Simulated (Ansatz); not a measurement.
Compare A (`C1[SiH2]C[SiH2][SiH2]1`) with its isomer B (`C[Si@H]1C[Si@@H]1[SiH3]`).

Calculated with Ansatz (gas phase, PBE0-D4/def2-TZVP geometries, no zero-point term in ΔE). CCSD(T)/CBS adds triple-zeta CCSD(T) − MP2 to the extrapolated MP2 energy (def2 sets, frozen cores). Functionals use def2-TZVPP. B3LYP here is the variant with VWN-RPA as its local correlation; programs differ in this.

Question: Which isomer does CCSD(T)/CBS put lower? Give the gap. (Estimate.)

Answer: The calculation gave: A, by 184.6 kJ/mol.

Question: Give E(B) − E(A) in kJ/mol with B2PLYP, PBE-D4, MP2/def2-TZVPP, B3LYP-D4, CCSD(T)/def2-TZVPP, PBE0-D4, B3LYP. (An estimate is asked.)

Answer: Ansatz gave: B2PLYP 183.6, PBE-D4 148.1, MP2/def2-TZVPP 187.0, B3LYP-D4 180.1, CCSD(T)/def2-TZVPP 184.2, PBE0-D4 168.8, B3LYP 177.9. None reverses the order clearly.

Largest T1 diagnostic: 0.014.

From PBE to PBE0 (25 % exact exchange), in def2-TZVPP and without D4, E(B) − E(A) moves by +21.0 kJ/mol. In def2-TZVPP, CCSD(T) changes the Hartree–Fock value by −52.0 kJ/mol (the triples alone add −10.6 kJ/mol) and MP2 by −49.2 kJ/mol.
